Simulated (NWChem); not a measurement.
# C₂H₅BO₂; SMILES BOC(=O)C

```xyz
10

B     -0.0743    -1.9869    -0.1365
H      0.9793    -2.1002    -0.7100
H     -0.7862    -2.9154     0.1559
O     -0.5582    -0.7520     0.1860
C      0.1717     0.4063     0.0389
C     -0.7313     1.5911    -0.0936
O      1.3638     0.4197     0.0560
H     -0.1368     2.5053    -0.1960
H     -1.3822     1.6563     0.7909
H     -1.3895     1.4626    -0.9658
```
Atoms are numbered in this order, from 1.

Computed with NWChem. Geometry: optimised at PBE0/def2-SVP.

Question: Predict the results for BLYP/def2-TZVP. Quantities: highest occupied level (eV); orbital gap (eV); dipole (D).

Answer: 
```yaml
highest occupied level (eV): -6.66
orbital gap (eV): 4.45
dipole (D): 2.28
```
